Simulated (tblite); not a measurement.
Species: CH4B3F5Si.
Bonds: F1–B2, B2–F3, B2–B4, B4–B5, B5–Si6, Si6–C7, C7–F8, C7–F9, C7–F10. Hydrogens: H11 on B4; H12 on B5; H13, H14 on Si6.

Computed with GFN2-xTB (tblite), gas phase: L-BFGS steps from a force-field or distance-geometry start until the largest atomic force falls under 0.01 eV/Å.

Geometry at step 18:
```
atom  x, y, z in Å
F1      2.8534   -1.1664   -0.5020
B2      2.7999    0.0725   -0.0180
F3      3.5441    0.9108   -0.7151
B4      1.7446    0.1994    1.2705
B5      0.2779    0.6735    0.9273
Si6    -0.5878   -0.4105   -0.4750
C7     -2.5186   -0.0144   -0.3812
F8     -2.7743    1.3124   -0.4577
F9     -3.0671   -0.4353    0.7811
F10    -3.2441   -0.5916   -1.3562
H11     2.1099   -0.4710    2.1599
H12    -0.2781    1.6532    1.2322
H13    -0.2836    0.1333   -1.8107
H14    -0.5769   -1.8664   -0.6773
```

**Question.** What forces act on the atoms?

**Answer.** 
```csv
atom,Fx (eV/Å),Fy (eV/Å),Fz (eV/Å)
F1,-0.001,0.030,-0.181
B2,-0.033,0.018,0.111
F3,-0.061,0.010,0.118
B4,0.139,-0.181,-0.154
B5,0.170,-0.168,-0.042
Si6,-0.228,0.152,-0.080
C7,0.091,-0.087,-0.018
F8,0.029,-0.116,0.031
F9,-0.016,0.046,0.037
F10,0.022,0.007,-0.037
H11,-0.102,0.099,0.130
H12,-0.016,0.117,-0.048
H13,0.012,0.056,-0.038
H14,-0.007,0.016,0.172
```

The largest, 0.29 eV/Å, acts on Si6; the rms over all components is 0.098 eV/Å. The forces sum to zero within rounding, as they must for an isolated molecule in no field.

**Question.** Give the force on Si6 in Eh/bohr and in nN.

**Answer.** 0.285 eV/Å ÷ 51.422 = 0.00555 Eh/bohr, and 0.285 eV/Å × 1.602 = 0.46 nN.

**Question.** How far is this geometry from the end of the optimisation?

**Answer.** 0.183 eV above it, and 0.558 Å rms away after alignment. The bonds farthest from their final lengths, with half the difference of the two atoms' forces along the bond (positive lengthens):

```
  bond  now (Å)  final (Å)  force along bond (eV/Å)
Si6–C7    1.973      1.963                    -0.18
 B2–B4    1.670      1.665                    -0.16
B5–H12    1.167      1.171                    +0.16
 B4–B5    1.579      1.576                    -0.02
 C7–F8    1.353      1.350                    -0.01
B4–H11    1.172      1.169                    -0.01
```

The angle farthest from its final value is F1–B2–B4, 112.1° against 121.9°.

The cost below is that of the whole relaxation. Time: 1.7 s wall. Hardware: one thread, Arm Neoverse N1 (aarch64), no GPU, shared host.
